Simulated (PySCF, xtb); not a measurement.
RbI, SMILES [I][Rb].

Harmonic wavenumbers (cm⁻¹) from GFN2-xTB in xtb 6.7.1 at its own minimum, in rising order: 141.

**Question.** What does PBE-D3(BJ)/def2-TZVPD (PySCF 2.14.0) give at its own minimum? (An estimate is asked for; the answer gives what the named calculation found.)

**Answer.** 130. Paired by order, the mean absolute difference is 11 cm⁻¹ and the zero-point energies are 0.2 and 0.2 kcal/mol.
